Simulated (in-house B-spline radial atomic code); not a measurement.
Inner levels of erbium as electrons are removed. A shift is the extra binding of the orbital against the neutral atom ([Xe] 4f5/2(6) 4f7/2(6) 6s2). The density at the nucleus is averaged over the nuclear charge. Computed with an all-electron radial atomic-structure program (B-spline basis): Dirac-Hartree-Fock, jj configuration that fills j = l - 1/2 first, finite nuclei.

A number in brackets counts the electrons of a j subshell.

```tsv
ion	configuration	shift of 1s1/2 (eV)	radius of 1s1/2 (bohr)	Σ<r²> (bohr²)	change of density at nucleus (bohr⁻³)
Er52+	[Ne] 3s2 3p1/2(2) 3p3/2(2)	3726.18	0.020362	0.34471	958.36
Er53+	[Ne] 3s2 3p1/2(2) 3p3/2(1)	3897.63	0.020359	0.29328	1508.48
Er54+	[Ne] 3s2 3p1/2(2)	4070.97	0.020357	0.24292	2067.01
Er55+	[Ne] 3s2 3p1/2(1)	4259.3	0.020353	0.19795	2005.54
Er56+	[Ne] 3s2	4449.83	0.02035	0.15396	1934.51
Er57+	[Ne] 3s1	4624.23	0.020349	0.10601	-10473.3
Er58+	[He] 2s2 2p6	4800.24	0.020347	0.058888	-23148.5
Er59+	[He] 2s2 2p1/2(2) 2p3/2(3)	5208.76	0.020335	0.051084	-21697.1
Er60+	[He] 2s2 2p1/2(2) 2p3/2(2)	5621.77	0.020324	0.043489	-20224.2
Er61+	[He] 2s2 2p1/2(2) 2p3/2(1)	6039.26	0.020312	0.036097	-18729.6
Er62+	[He] 2s2 2p1/2(2)	6461.22	0.020299	0.0289	-17213.4
Er63+	[He] 2s2 2p1/2(1)	6937.77	0.020282	0.02288	-17853.6
Er64+	[He] 2s2	7420.06	0.020264	0.017038	-18557.5
Er65+	[He] 2s1	7823.29	0.020262	0.0090062	-68795.1
Er66+	1s2	8229.76	0.020253	0.0011207	-120058
Er67+	1s1	9504.99	0.020126	0.00055304	-461512
```
